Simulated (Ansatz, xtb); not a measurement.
**CH2B2ClF2: which of two isomers lies lower**

Structure X: `FB[CH]B(F)Cl`, a doublet. Structure Y: `FB(F)[CH]BCl`, a doublet. Both are isolated molecules in the gas phase, relaxed with PBE0-D3(BJ)/def2-SVP; the shapes shown needn't be the lowest conformers.

X (Å):

```xyz
8

C    -1.2617   -0.7347    2.3742
B    -1.5484   -2.2355    2.6416
B    -0.1989   -0.1286    1.4289
Cl    1.0960   -1.0887    0.7339
F    -1.2993   -3.1399    1.7095
F    -0.2257    1.1581    1.1266
H    -1.9983   -2.6321    3.6936
H    -1.8605   -0.0071    2.9397
```

Y (Å):

```xyz
8

C    -0.8552   -0.9058    2.6884
B    -1.2740   -1.6709    3.9748
B     0.5497   -0.9796    2.0579
Cl    0.8948   -0.0677    0.6011
F    -2.4937   -1.5698    4.4716
F    -0.4285   -2.4508    4.6212
H    -1.6158   -0.2771    2.2083
H     1.4439   -1.6410    2.5170
```

Quicker runs give these differences E(Y) − E(X): GFN2-xTB −16.8 kJ/mol; HF/STO-3G −0.2 kJ/mol (at GFN2-xTB geometries); r2SCAN-D4/def2-SVP −13.6 kJ/mol (at GFN2-xTB geometries).

Question: Estimate E(Y) − E(X) at the level CCSD(T)/def2-SVP + ΔMP2/def2-TZVPP.

Answer: Calculated at CCSD(T)/def2-SVP + ΔMP2/def2-TZVPP: E(Y) − E(X) = −20.7 kJ/mol, so structure Y lies lower.

Level by level:

| level | geometry | E(Y) − E(X) (kJ/mol) | departure from the last row (kJ/mol) | job, with rough time for the two |
| --- | --- | --- | --- | --- |
| GFN2-xTB | GFN2-xTB | −16.8 | +3.9 | optimisation, 0.27 s |
| HF/STO-3G | GFN2-xTB | −0.2 | +20.6 | single point, 0.54 s |
| r2SCAN-D4/def2-SVP | GFN2-xTB | −13.6 | +7.1 | single point, 4.2 s |
| PBE0-D3(BJ)/def2-SVP | PBE0-D3(BJ)/def2-SVP | −16.9 | +3.8 | optimisation, 93 s |
| HF/def2-SVP | PBE0-D3(BJ)/def2-SVP | −22.2 | −1.4 | part of the CCSD(T) run |
| MP2/def2-SVP | PBE0-D3(BJ)/def2-SVP | −18.4 | +2.4 | part of the CCSD(T) run |
| CCSD(T)/def2-SVP | PBE0-D3(BJ)/def2-SVP | −19.1 | +1.7 | single point |
| CCSD(T)/def2-SVP + ΔMP2/def2-TZVPP | PBE0-D3(BJ)/def2-SVP | −20.7 |  | single point, 52 s |

As drawn, both hold the same kinds of bond in the same numbers.

HF/STO-3G finds them nearly level. The largest departure from CCSD(T)/def2-SVP + ΔMP2/def2-TZVPP is that of HF/STO-3G, 20.6 kJ/mol. The last row adds to CCSD(T) the change of the MP2 difference between the two basis sets, here −1.7 kJ/mol.

With harmonic frequencies from PBE0-D3(BJ)/def2-SVP (ideal gas, rigid rotor, one conformer each, 298.15 K, 1 atm): on the last row, ΔE + ΔZPE = −20.0 kJ/mol. A mode under 50 cm⁻¹ makes harmonic enthalpies and free energies unreliable, so none is given.

Open shells are spin-unrestricted. The correlated steps freeze 10 core orbitals. Codes used: Ansatz 0.2.0, xtb 6.7.1; the last row on 2 threads of Intel(R) Xeon(R) Platinum 8488C (Sapphire Rapids) on a shared host.
